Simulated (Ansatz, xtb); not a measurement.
**Relative energy of two isomers of C4H8B2Si**

We compare a, `BC1=C(B)[SiH2]C=C1`, a singlet, with b, `BC1=C[SiH2]C(B)=C1`, a singlet. Both are isolated molecules in the gas phase, relaxed with B3LYP-D3(BJ)/def2-SVP; the shapes shown needn't be the lowest conformers.

a (Å):

```xyz
15

C    -1.0517    0.2447    0.1547
C    -1.4929    1.0913    1.1510
C     0.0617   -1.0276    1.9242
C    -0.2065   -0.9006    0.6069
B    -1.4311    0.5010   -1.3151
B    -2.3549    2.3433    1.1071
Si   -0.7866    0.3878    2.7961
H    -1.0591   -0.2268   -2.2048
H    -2.1209    1.4583   -1.5834
H    -3.5510    2.2747    1.2685
H    -1.8490    3.4381    1.0241
H     0.1157    1.3616    3.4757
H    -1.8703    0.0044    3.7464
H     0.6718   -1.8370    2.3298
H     0.1678   -1.6010   -0.1487
```

b (Å):

```xyz
15

C    -1.8882   -0.2604    1.5895
C    -2.4854    0.9690    1.7150
C    -0.1790    0.9514    0.2705
C    -0.6308   -0.2320    0.7944
B    -2.4812   -1.5433    2.2207
B     1.1087    1.0379   -0.5560
Si   -1.4347    2.2484    0.7948
H    -3.5062   -1.4745    2.8528
H    -1.9321   -2.6103    2.0885
H    -3.4167    1.0819    2.2771
H    -0.9142    3.3100    1.7047
H    -2.1850    2.8973   -0.3196
H     1.5015    2.0840   -1.0174
H     1.7554    0.0344   -0.7563
H    -0.0850   -1.1720    0.6426
```

Quicker runs give these differences E(b) − E(a): GFN2-xTB +8.9 kJ/mol; HF/STO-3G −21.6 kJ/mol (at GFN2-xTB geometries); r2SCAN-D4/def2-SVP −9.7 kJ/mol (at GFN2-xTB geometries).

Estimate E(b) − E(a) at the level CCSD(T)/def2-SVP + ΔMP2/def2-TZVPP.

Calculated at CCSD(T)/def2-SVP + ΔMP2/def2-TZVPP: E(b) − E(a) = −14.6 kJ/mol, so structure b lies lower.

The same difference at several levels:

```tsv
level	geometry	E(b) − E(a) (kJ/mol)	departure from the last row (kJ/mol)	job, with rough time for the two
GFN2-xTB	GFN2-xTB	+8.9	+23.5	optimisation, 0.29 s
HF/STO-3G	GFN2-xTB	−21.6	−7.1	single point, 0.46 s
r2SCAN-D4/def2-SVP	GFN2-xTB	−9.7	+4.9	single point, 3.8 s
B3LYP-D3(BJ)/def2-SVP	B3LYP-D3(BJ)/def2-SVP	−13.7	+0.9	optimisation, 43 s
HF/def2-SVP	B3LYP-D3(BJ)/def2-SVP	−25.3	−10.7	part of the CCSD(T) run
MP2/def2-SVP	B3LYP-D3(BJ)/def2-SVP	−17.8	−3.3	part of the CCSD(T) run
CCSD(T)/def2-SVP	B3LYP-D3(BJ)/def2-SVP	−16.5	−1.9	single point
CCSD(T)/def2-SVP + ΔMP2/def2-TZVPP	B3LYP-D3(BJ)/def2-SVP	−14.6		single point, 51 s
```

As drawn, both hold the same kinds of bond in the same numbers.

GFN2-xTB puts the two in the other order. The largest departure from CCSD(T)/def2-SVP + ΔMP2/def2-TZVPP is that of GFN2-xTB, 23.5 kJ/mol. The last row adds to CCSD(T) the change of the MP2 difference between the two basis sets, here +1.9 kJ/mol.

With thermal terms from frequencies at re-optimised GFN2-xTB minima (ideal gas, soft modes damped towards free rotors, one conformer each, 298.15 K, 1 atm): on the last row, ΔE + ΔZPE = −14.9, ΔH = −14.0, ΔG = −17.4 kJ/mol.

The correlated steps freeze 11 core orbitals. Programs: Ansatz 0.2.0, xtb 6.7.1; the last row on 2 threads of Intel(R) Xeon(R) 6975P-C (Granite Rapids) on a shared host.
